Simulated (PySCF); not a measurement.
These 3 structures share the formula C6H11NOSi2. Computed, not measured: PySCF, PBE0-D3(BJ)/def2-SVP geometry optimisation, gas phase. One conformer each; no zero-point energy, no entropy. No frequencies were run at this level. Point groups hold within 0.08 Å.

Question: Rank from lowest to highest electronic energy at this level (kcal/mol).
A. `[CH2:1]=[CH:2]/[C:3]([SiH3:4])=[C:5](/[SiH3:6])[O:7][CH2:8][C:9]#[N:10]` with C1–C2–C3–Si4 7°, C3–C5–O7–C8 -144°, C5–O7–C8–C9 151°
B. `[SiH3:1][NH:2][SiH2:3][O:4][c:5]1[cH:6][cH:7][cH:8][cH:9][cH:10]1` with Si1–N2–Si3–O4 84°, N2–Si3–O4–C5 -179°, Si3–O4–C5–C6 0°
C. `[N:1]#[C:2]/[CH:3]=[CH:4]/[CH2:5][Si@@H:6]1[CH2:7][CH2:8][SiH2:9][O:10]1` with C3–C4–C5–Si6 78°, C4–C5–Si6–C7 46°, C5–Si6–C7–C8 -138°, Si6–C7–C8–Si9 32°, C7–C8–Si9–O10 -28°, C8–Si9–O10–Si6 13°

Answer: B (0.0), C (12.8), A (118.1).

As drawn, the lowest has an aromatic ring, an N–H bond and an Si–O bond, which the highest lacks; the highest has a C≡N group, an Si–C bond and a C=C bond outside aromatic rings, which the lowest lacks.

```csv
SMILES,E (Eh),E rel (kcal/mol),dipole (D),point group,"A, B, C (MHz)"
[SiH3]N[SiH2]Oc1ccccc1,-943.20184,0.0,1.09,C1,"3089, 389.5, 360.8"
N#C/C=C/C[Si@@H]1CC[SiH2]O1,-943.18145,12.8,4.79,C1,"1358, 671.7, 550.9"
C=C/C([SiH3])=C(/[SiH3])OCC#N,-943.01370,118.1,3.24,C1,"1254, 607.0, 421.5"
```
